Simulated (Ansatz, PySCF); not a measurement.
Species: B2H6 (charge -2, singlet). It need not be the lowest isomer of its formula. SMILES: [BH3-][BH3-]
Geometry: optimised at B3LYP-D3(BJ)/def2-TZVP (Ansatz, a program for electronic structure).

Wanted: vertical ionisation energy (to the doublet state of charge -1; each state is the SCF solution reached for its spin; the molecule has degenerate orbitals, so one determinant may break the symmetry), in eV. Correlated levels leave the core frozen unless marked. UHF or UKS for open shells. Spin-orbit coupling is left out. Non-relativistic. Anions need diffuse functions: aug- sets have them; def2-D sets add few. CBS marks a two-point X^-3 extrapolation of the correlation energy; Hartree-Fock from the larger set. [CCSD(T)-MP2]/basis is that difference in the basis named.

| level | program | vertical ionisation energy (eV) |
|---|---|---|
| PBE/def2-TZVPD | Ansatz | -2.70 |
| M06-2X/def2-TZVPD | PySCF | -2.72 |
| wB97M-V/def2-TZVPD | Ansatz | ? |
| wB97X-V/def2-TZVPD | Ansatz | ? |
| SCS-MP2/aug-cc-pVDZ | Ansatz | -2.75 |
| RI-MP2/CBS(def2-TZVPPD,def2-QZVPPD)+[CCSD(T)-MP2]/def2-TZVPPD | Ansatz | -2.62 |

Task: What belongs in the gaps?

Result: 
- wB97M-V/def2-TZVPD, vertical ionisation energy (eV): -2.57
- wB97X-V/def2-TZVPD, vertical ionisation energy (eV): -2.76
